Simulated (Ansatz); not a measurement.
Relaxation of FH2SbSe (5 atoms, charge 0, multiplicity 1), to a largest force component of 0.015 eV/Å in at most 40 steps.

The calculation used Ansatz, RKS PBE0/def2-SVP.

```xyz
5
Properties=species:S:1:pos:R:3
F -1.193 -0.372 1.355
Sb -1.171 0.209 -0.579
Se 1.113 1.320 -0.268
H -0.351 -1.307 -1.040
H 1.652 0.076 0.490
```

Problem. Where does it end, and by what steps?

Solution. The run converged. After 7 steps the energy has fallen by 0.222 eV; H5 moved furthest, 0.36 Å.

```csv
step,energy less start (eV),largest force component (eV/Å),accepted
0,0.0000,1.415,yes
1,-0.0573,1.108,yes
2,-0.1806,0.475,yes
3,-0.2125,0.124,yes
4,-0.2190,0.060,yes
5,-0.2211,0.123,yes
6,-0.2200,0.095,no
7,-0.2224,0.004,yes
```

```xyz
5
Properties=species:S:1:pos:R:3
F -1.517 -0.400 1.299
Sb -1.103 0.176 -0.514
Se 1.136 1.349 -0.125
H -0.334 -1.316 -0.904
H 1.868 0.117 0.202
```

Whether the end is a true minimum wasn't checked by a vibrational analysis.

Run time: 29 s on 1 thread of Arm Neoverse V2, with other jobs on the host, peak memory 0.18 GiB.
